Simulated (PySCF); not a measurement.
BHF2, SMILES FBF. Atoms are numbered in the order given.

```xyz
4

B      0.0000     0.0000    -0.4590
H      0.0000     0.0000    -1.6458
F      0.0000     1.1300     0.2189
F      0.0000    -1.1300     0.2189
```
Charge 0, spin multiplicity 1.

Coordinates come from a B3LYP-D3(BJ)/def2-TZVP optimisation.

All values below come from PBE/def2-TZVPD run with PySCF.

```yaml
total_energy: -225.11560 hartree
point_group: C2v
highest_occupied_level: -9.17 eV
lowest_empty_level: -1.50 eV
orbital_gap: 7.68 eV
dipole_moment: 0.81 D
quadrupole, principal values (traceless, Buckingham form, about the centre of nuclear charge): -2.91, 0.44, 2.47 D·Å
mean_static_polarisability: 17.7 bohr³ (2.63 Å³)
polarisability_principal_values: 15.0, 18.6, 19.5 bohr³
```
